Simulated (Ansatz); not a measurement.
Species: trihydroxy(methyl)silane, CH6O3Si, net charge 0, singlet state. 
Coordinates optimised at B3LYP-D3(BJ)/def2-TZVP (Ansatz, an electronic-structure program):
```
Si
O 1 1.6421
H 2 0.9609 1 117.48
O 1 1.6431 2 109.41 3 44.58
H 4 0.9603 1 116.71 2 -134.39
O 1 1.6522 2 112.64 3 -70.53
H 6 0.9598 1 118.40 2 -58.83
C 1 1.8510 2 105.67 3 166.34
H 8 1.0912 1 110.81 2 178.03
H 8 1.0913 9 108.25 1 -121.27
H 8 1.0921 9 108.23 10 -116.51
```
Charge 0, spin multiplicity 1.

Atomisation energy built up term by term with Ansatz (kcal/mol; UHF references for open shells; valence terms freeze the core; atomic spin-orbit terms are left out). Basis-set limits of correlation are two-point, X^-3; Hartree-Fock from the larger set.

```json
[
 {"term": "Hartree-Fock", "basis": "aug-cc-pV(Q+d)Z", "kcal/mol": "765.55"},
 {"term": "CCSD correlation", "basis": "CBS(aug-cc-pV(T+d)Z,aug-cc-pV(Q+d)Z)", "kcal/mol": "282.16"},
 {"term": "(T)", "basis": "CBS(aug-cc-pV(T+d)Z,aug-cc-pV(Q+d)Z)", "kcal/mol": "17.10"},
 {"term": "core correlation", "basis": "cc-pwCVTZ", "kcal/mol": "2.50"},
 {"term": "scalar relativity (X2C)", "basis": "cc-pVTZ-DK against cc-pVTZ", "kcal/mol": "-1.92"},
 {"term": "sum: De", "basis": "", "kcal/mol": "1065.4"}
]
```

(T) makes 1.6 % of the CCSD(T) atomisation energy; under 5 % is typical of single-reference molecules.
